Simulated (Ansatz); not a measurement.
Reaction (substitution at a C–B bond): `C[B](C)[ZnH]` + `FC1NCO1` → `CN1COC1F` + `C[BH][ZnH]`

Program: Ansatz. Geometries: PBE0-D4/def2-TZVP. ΔE: electronic, gas phase. CCSD(T)/CBS is the MP2 limit (def2-TZVPP, def2-QZVPP) plus CCSD(T) − MP2 in def2-TZVPP, frozen cores. DFT in def2-TZVPP. For Zn outer-core shells are correlated without core-valence functions, which leaves a few kJ/mol of doubt a bond. Scalar relativity is left out up to krypton.

| level | ΔE (eV) |
| --- | --- |
| PBE-D4 | 0.71 |
| ωB97X-V | 0.62 |
| B2PLYP | 0.66 |
| PBE | 0.72 |
| CCSD/def2-TZVPP | 0.64 |
| HF/CBS(def2) | 0.56 |
| MP2/CBS(def2) | 0.69 |
| CCSD/CBS(def2) | 0.66 |

Q: What does CCSD(T)/CBS give? (Best estimate.)

A: Ansatz gave: +0.66 eV. The listed levels differ from it by 0.05, -0.04, 0.00, 0.06, -0.02, -0.10, 0.03, 0.00 eV.

Largest T1 diagnostic among the species: 0.014.

In def2-TZVPP, CCSD(T) changes the Hartree–Fock value by +0.08 eV (the triples alone add +0.01 eV) and MP2 by +0.11 eV.
